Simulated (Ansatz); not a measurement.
```yaml
crystal:
  periodic: [false, false, false]
  atoms:
    - {symbol: O, position_ang: [-1.648670, 0.256299, 1.673761]}
    - {symbol: Al, position_ang: [-0.473248, 0.024069, 0.499868]}
    - {symbol: C, position_ang: [0.784112, -0.939307, -0.465521]}
    - {symbol: C, position_ang: [0.696158, 0.351425, -0.894851]}
    - {symbol: F, position_ang: [1.398344, 0.907634, -1.878278]}
    - {symbol: H, position_ang: [-2.123908, 1.063468, 1.858500]}
    - {symbol: H, position_ang: [1.428512, -1.731588, -0.839081]}
basis:
  gaussian: {orbitals: cc-pVTZ}
hamiltonian: {xc: {name: BLYP}, dispersion: d3bjatm}
```

```sh
$ ansatz run in.yaml --threads 2 --pin off --events-out ev --progress --plain --max-ram 4352MiB
```

Shortened log:

```
Functional definition: BLYP
1034 factors; their error is unknown
mean field evaluation 1: about -13449.5049 eV, gradient 9.7e1 eV
mean field evaluation 2: about -13379.6154 eV, gradient 1.8e2 eV
mean field evaluation 4: about -13467.9511 eV, gradient 1.5e1 eV
mean field evaluation 8: about -13468.3996 eV, gradient 2.2e-1 eV
mean field evaluation 16: about -13468.3704 eV, gradient 2.3e-4 eV
mean field -13468.37039894 eV, -494.9534829717 hartree, gradient 4.0e-5 eV, S^2 0.000000; 0 other end points of the search recorded, 0 dependent functions left out
reference -13468.37072525 eV, -494.9534949632 hartree; 22, 22 occupied and 160, 160 virtual orbitals, 1034 factors
Total energy: -13468.62707482 eV, -494.9629156364 hartree
```

It took 1.6 s on 2 threads of an Arm Neoverse V2 on a shared host, with 0.18 GiB of host memory at the peak.
